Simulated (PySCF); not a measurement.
C6H5ClS2 (charge -1 and doublet state).
Atom-mapped SMILES: `[CH3:1][C:2]([S-:3])[c:4]1[cH:5][cH:6][c:7]([Cl:8])[s:9]1` (hydrogens: H10, H11, H12 on C1; H13 on C5; H14 on C6)

Structure used (GFN2-xTB), in Å, numbered top down from 1:
```xyz
14
C6H5ClS2 angstrom
C     -2.2269   -0.9713   -0.4173
C     -1.4753    0.2378    0.0550
S     -2.3363    1.6088    0.5503
C     -0.0911    0.2145    0.0789
C      0.8179    1.2046    0.4706
C      2.1519    0.8356    0.3605
C      2.3165   -0.4393   -0.1141
Cl     3.8154   -1.2429   -0.3858
S      0.7974   -1.2350   -0.4456
H     -1.9956   -1.8354    0.2122
H     -1.9375   -1.2260   -1.4408
H     -3.2981   -0.7829   -0.3854
H      0.4770    2.1605    0.8227
H      2.9840    1.4704    0.6167
```

The hyperfine couplings belong to this conformer and change with its torsions.

Method used: UKS B3LYP, pcH-1 on C Cl H S, non-relativistic, mean-field spin-orbit, GIAO in PySCF. Whether the extra electron is bound in the gas phase wasn't checked; a finite basis holds it in any case. Couplings are sensitive to structure, and on GFN2-xTB geometries they can be far from those on DFT ones, by a factor of two or more for some ions and for spin on atoms past the first row. The SCF solution wasn't tested for stability.

Largest spin populations (Mulliken): S3 (+0.29), C2 (+0.27), C5 (+0.26) and C7 (+0.25). Four atoms exceed +0.15. The positive populations add up to 1.20 and the negative ones to -0.20, together 2S = 1.

McConnell's relation a(H) = Q·ρ ties the coupling of a proton on a planar π carbon to the spin population of that carbon. What Q do the computed values give?

| H | C | ρ(C) | a(H) (G) | a/ρ (G) |
| --- | --- | --- | --- | --- |
| H13 | C5 | +0.262 | -6.18 | -23.6 |
| H14 | C6 | -0.109 | +1.89 | -17.3 |

A least-squares line through the origin gives Q = -22.7 G with Mulliken populations. In McConnell's picture π spin on carbon polarises the C–H bond and leaves opposite spin at the proton, which makes Q negative, as found here. Where ρ is negative the coupling is positive.

Couplings in gauss use g_iso = 2.0090.
